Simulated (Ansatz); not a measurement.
Input file for ClFGeH4Sn, SMILES `[F][SnH]([Cl])[GeH3]`:

```yaml
crystal:
  periodic: [false, false, false]
  atoms:
    - {symbol: F, position_ang: [1.269566, 0.115031, 2.160122]}
    - {symbol: Sn, position_ang: [1.179039, 0.120398, 0.240203]}
    - {symbol: Cl, position_ang: [2.133998, -1.910202, -0.371576]}
    - {symbol: Ge, position_ang: [-1.342562, 0.077780, -0.376354]}
    - {symbol: H, position_ang: [2.270715, 1.340198, -0.231922]}
    - {symbol: H, position_ang: [-1.998140, 1.367153, 0.131289]}
    - {symbol: H, position_ang: [-1.461701, -0.015477, -1.901871]}
    - {symbol: H, position_ang: [-1.958715, -1.152080, 0.294310]}
basis:
  gaussian: {orbitals: def2-TZVPP}
correlation: {method: ccsd_t}
output: {orbitals: {seedname: orbitals}}
```

```sh
$ ansatz run in.yaml --threads 4 --pin off --events-out ev --progress --plain --max-ram 10444MiB
```

The program prints (abridged):

```
Functional definition: HF
1542 factors; integrals over basis functions are off by at most 1.1e-3 eV
mean field evaluation 1: about -77552.8032 eV, gradient 3.6e1 eV
mean field evaluation 2: about -77552.9571 eV, gradient 3.6e1 eV
mean field evaluation 4: about -77555.8673 eV, gradient 2.7e0 eV
mean field evaluation 8: about -77555.9207 eV, gradient 2.5e-1 eV
mean field -77555.92101305 eV, -2850.1275279384 hartree, gradient 7.8e-6 eV, S^2 0.000000; 0 other end points of the search recorded, 0 dependent functions left out
19 core orbitals not correlated: weight in the atoms' cores, before any rotation towards them, 1.000 or more for the frozen orbitals, at most 0.000 for the correlated occupied ones
reference -77555.92101305 eV, -2850.1275279384 hartree; 23, 23 occupied and 185, 185 virtual orbitals, 1542 factors
second order -27.86083280 eV of doubles, -0.00000000 eV of singles
cycle   1  -27.69361637 eV  change    1.7e-1 eV  update   1.3e-1
cycle   2  -28.42346061 eV  change   -7.3e-1 eV  update   3.9e-2
cycle   3  -28.57492251 eV  change   -1.5e-1 eV  update   2.1e-2
cycle   4  -28.55996597 eV  change    1.5e-2 eV  update   5.3e-3
cycle   5  -28.55375907 eV  change    6.2e-3 eV  update   2.2e-3
cycle   6  -28.55449305 eV  change   -7.3e-4 eV  update   6.1e-4
cycle   7  -28.55441971 eV  change    7.3e-5 eV  update   2.2e-4
cycle   8  -28.55430826 eV  change    1.1e-4 eV  update   6.8e-5
cycle   9  -28.55432170 eV  change   -1.3e-5 eV  update   2.6e-5
perturbative correction -0.94823383 eV, -0.0348469504 hartree
Total energy: -77585.42356858 eV, -2851.2117268565 hartree
```

It took 3.7 min on 4 threads of an Arm Neoverse V1 on a shared host, with 4.2 GiB of host memory at the peak.

MP2 recovers 94.4 % of the CCSD(T) correlation energy and the triples give 3.2 %; T1 = 0.0127.
